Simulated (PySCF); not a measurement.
# What a mistake does to a calculation on C2ClH7Si

All numbers below are calculated, not measured. The program is PySCF 2.14.0, an open-source quantum chemistry code, run on an isolated molecule that a program drew, which may never have been made. The molecule is C2ClH7Si (charge 0, singlet), drawn as the SMILES string `CC[SiH2]Cl`.

Each row is a Hartree-Fock (HF) and frozen-core CCSD(T) single point in the cc-pV(D+d)Z basis, meant for a local HF minimum. Run 1 is clean. Each other run has one planted mistake out of seven kinds, and not every kind appears here: one electron removed, one electron added, multiplicity raised by two, geometry at a saddle point, minimal basis STO-3G, one bond length entered in bohr, all coordinates scaled. The reference is restricted for singlets and unrestricted otherwise, and also for a bond in bohr. Adding or removing an electron swaps singlet and doublet. Electrons count all cores. HOMO and LUMO are orbital energies over both spins, the gradient is its largest component, and the lowest frequency (negative if imaginary) is given only where the gradient is small. Bond lengths are over the 10 bonds as drawn. T1 is the CCSD diagnostic: over 0.02 (restricted) or 0.045 (unrestricted) a single reference is doubtful.

Geometry of the clean run:
```xyz
11
C2ClH7Si, angstrom
C    -0.2095   -0.4269   -1.9010
C     0.0003    0.2247   -0.5261
Si    0.1292   -1.0068    0.8804
Cl    0.4029    0.0172    2.6711
H    -0.2808    0.3293   -2.6853
H     0.6184   -1.0915   -2.1610
H    -1.1295   -1.0165   -1.9300
H     0.9110    0.8323   -0.5288
H    -0.8227    0.9107   -0.3012
H     1.2860   -1.9079    0.7121
H    -1.1034   -1.8067    1.0194
```

| run | electrons | basis functions | <S^2> | HOMO (eV) | LUMO (eV) | gradient (hartree/bohr) | lowest frequency (cm^-1) | mean bond (Å) | longest bond (Å) | T1 | HF (hartree) | CCSD(T) (hartree) | mistake |
|---|---|---|---|---|---|---|---|---|---|---|---|---|---|
| 1 | 50 | 109 | 0.000 | -11.58 | 3.87 | 2.5e-05 | 76 | 1.3910 | 2.081 | 0.0081 | -828.31710 | -828.92253 | no fault |
| 2 | 50 | 109 | 2.013 | -3.04 | -2.97 | 1.2e-01 | - | 1.3910 | 2.081 | 0.0568 | -828.02047 | -828.64021 | multiplicity raised by two |
| 3 | 51 | 109 | 0.758 | 2.79 | 9.06 | 6.6e-02 | - | 1.3910 | 2.081 | 0.0158 | -828.19298 | -828.82202 | ? |
| 4 | 50 | 109 | 0.950 | -8.78 | -0.71 | 7.1e-03 | - | 1.5762 | 3.932 | 0.0257 | -828.18573 | -828.76711 | ? |

**Which mistake was planted in run 3, and what did it cost?**

It counts 51 electrons, one more than the clean run, at the same geometry and basis. So the mistake is: one electron added. Subtracting run 1 and multiplying by 627.51 kcal/mol a hartree, the energy moved by 77.9 kcal/mol in HF and 63.1 kcal/mol in CCSD(T).

**Which mistake was planted in run 4, and what did it cost?**

The mean bond changes by a factor of 1.133 and the longest by 1.889, so the molecule wasn't scaled as a whole. A length L in bohr read as angstrom grows by (1/0.5292 - 1) L = 0.890 L. The 10 bonds together grew by 10 x 0.1852 = 1.852 Å, which gives L = 2.082 Å. That is bond Si3-Cl4, 2.081 Å in the clean geometry. So the mistake is: one bond length entered in bohr. Subtracting run 1 and multiplying by 627.51 kcal/mol a hartree, the energy moved by 82.4 kcal/mol in HF and 97.5 kcal/mol in CCSD(T).

Cautions from the logs. Run 2: T1 is over the limit, so its CCSD(T) energy is less reliable; run 3: the HOMO is above zero, so the electron isn't bound and the energy depends on the basis.
